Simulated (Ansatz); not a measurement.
This geometry of C2H8NOSb (13 atoms, charge 0, multiplicity 1) is a first-order saddle point.

Level of theory: RKS B3LYP-D4/def2-SVP in Ansatz.

```xyz
13
Properties=species:S:1:pos:R:3
C -1.202 -0.498 0.286
C 0.279 -0.372 -0.062
N 0.794 -1.602 -0.533
O 0.448 0.635 -1.079
Sb 0.669 2.575 -0.646
H -1.618 0.470 0.601
H -1.756 -0.831 -0.607
H -1.358 -1.225 1.098
H 0.842 -0.039 0.836
H 1.755 -1.845 -0.342
H 0.165 -2.373 -0.706
H 1.692 2.327 0.741
H -0.690 2.743 0.429
```

Q: Which two structures does it join? (They come from a converged band through this point; their orientation in space is the band's.)

A: No bond is made or broken. The height of N3 over the plane of its neighbours goes from 0.37 to -0.39 Å.

Initial state:

```xyz
13
Properties=species:S:1:pos:R:3
C -1.252 -0.487 0.238
C 0.234 -0.385 -0.086
N 0.694 -1.631 -0.658
O 0.482 0.608 -1.067
Sb 0.732 2.540 -0.606
H -1.633 0.468 0.629
H -1.801 -0.747 -0.680
H -1.443 -1.261 1.000
H 0.782 -0.101 0.846
H 1.705 -1.606 -0.787
H 0.477 -2.415 -0.043
H 1.704 2.259 0.809
H -0.659 2.724 0.420
```

Final state:

```xyz
13
Properties=species:S:1:pos:R:3
C -1.230 -0.496 0.348
C 0.266 -0.435 0.065
N 0.760 -1.734 -0.288
O 0.540 0.494 -0.993
Sb 0.739 2.469 -0.698
H -1.618 0.491 0.640
H -1.766 -0.816 -0.561
H -1.444 -1.211 1.156
H 0.803 -0.109 0.979
H 1.752 -1.673 -0.517
H 0.287 -2.062 -1.132
H 1.637 2.327 0.784
H -0.707 2.720 0.233
```

Q: How far does it lie above each of them?

A: 5.0 kJ/mol above the first and 25.3 kJ/mol above the second. This is the barrier of this one path; another mechanism may lie lower.

Run time: 5.1 min on 2 threads of Intel(R) Xeon(R) 6975P-C (Granite Rapids), on a shared host, peak memory 0.35 GiB.
